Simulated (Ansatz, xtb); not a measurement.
## Relative energy of two conformers of GeH10Si3

Structure X is `[SiH3][SiH2][GeH2][SiH3]`, a singlet and structure Y is `[SiH3][SiH2][GeH2][SiH3]`, a singlet. Both are isolated molecules in the gas phase, relaxed with B3LYP/6-31G*.

X (Å):

```json
{"atom": "Ge", "x (Å)": "-0.8112", "y (Å)": "0.7346", "z (Å)": "0.1695"}
{"atom": "Si", "x (Å)": "0.4285", "y (Å)": "-1.1371", "z (Å)": "-3.0963"}
{"atom": "Si", "x (Å)": "0.2890", "y (Å)": "0.9208", "z (Å)": "-1.9641"}
{"atom": "Si", "x (Å)": "0.3150", "y (Å)": "-0.7075", "z (Å)": "1.7262"}
{"atom": "H", "x (Å)": "1.2257", "y (Å)": "-2.1135", "z (Å)": "-2.3032"}
{"atom": "H", "x (Å)": "-0.9300", "y (Å)": "-1.7090", "z (Å)": "-3.3077"}
{"atom": "H", "x (Å)": "1.0805", "y (Å)": "-0.9705", "z (Å)": "-4.4251"}
{"atom": "H", "x (Å)": "1.6630", "y (Å)": "1.4634", "z (Å)": "-1.7554"}
{"atom": "H", "x (Å)": "-0.4508", "y (Å)": "1.9030", "z (Å)": "-2.8094"}
{"atom": "H", "x (Å)": "-2.2550", "y (Å)": "0.2097", "z (Å)": "-0.0499"}
{"atom": "H", "x (Å)": "-0.9472", "y (Å)": "2.1492", "z (Å)": "0.7934"}
{"atom": "H", "x (Å)": "-0.3965", "y (Å)": "-0.7265", "z (Å)": "3.0337"}
{"atom": "H", "x (Å)": "0.3693", "y (Å)": "-2.0984", "z (Å)": "1.1982"}
{"atom": "H", "x (Å)": "1.7096", "y (Å)": "-0.2386", "z (Å)": "1.9532"}
```

Y (Å):

```tsv
atom	x (Å)	y (Å)	z (Å)
Ge	-1.5916	1.4153	-0.1910
Si	-0.5553	-2.2618	-1.2226
Si	-0.6136	-0.6693	0.5087
Si	-1.6674	3.0768	1.5429
H	-1.9332	-2.5488	-1.7085
H	0.0532	-3.5388	-0.7547
H	0.2474	-1.7515	-2.3682
H	0.7718	-0.4145	1.0006
H	-1.3947	-1.2097	1.6595
H	-3.0304	1.1518	-0.7095
H	-0.7895	1.9721	-1.3973
H	-0.2931	3.3778	2.0290
H	-2.4753	2.5857	2.6927
H	-2.2782	4.3381	1.0399
```

Q: Estimate E(Y) − E(X) at the level CCSD(T)/def2-SVP + ΔMP2/def2-TZVPP.

A: Too close to call at this level: CCSD(T)/def2-SVP + ΔMP2/def2-TZVPP gives E(Y) − E(X) = −0.11 kcal/mol.

The same difference at several levels:

```
                             level      geometry  E(Y) − E(X) (kcal/mol)  departure from the last row (kcal/mol)  job, with rough time for the two
                      B3LYP/6-31G*  B3LYP/6-31G*                     −0.23                                   −0.12                optimisation, 63 s
                       HF/def2-SVP  B3LYP/6-31G*                     −0.27                                   −0.16           part of the CCSD(T) run
                      MP2/def2-SVP  B3LYP/6-31G*                     −0.11                                    0.00           part of the CCSD(T) run
                  CCSD(T)/def2-SVP  B3LYP/6-31G*                     −0.08                                   +0.03                      single point
CCSD(T)/def2-SVP + ΔMP2/def2-TZVPP  B3LYP/6-31G*                     −0.11                                                        single point, 28 s
```

The largest departure from CCSD(T)/def2-SVP + ΔMP2/def2-TZVPP is that of HF/def2-SVP, 0.16 kcal/mol. Levels run at GFN2-xTB geometries aren't shown. The last row adds to CCSD(T) the change of the MP2 difference between the two basis sets, here −0.03 kcal/mol.

With harmonic frequencies from B3LYP/6-31G* (ideal gas, rigid rotor, one conformer each, 298.15 K, 1 atm): on the last row, ΔE + ΔZPE = −0.11 kcal/mol. A mode under 50 cm⁻¹ makes harmonic enthalpies and free energies unreliable, so none is given.

The correlated steps freeze 24 core orbitals; the filled d shell of Ge is correlated, in a basis made for valence electrons. Run with Ansatz 0.2.0; the last row on 2 threads of AMD EPYC 9R45 96-Core Processor (Zen 5) on a shared host.
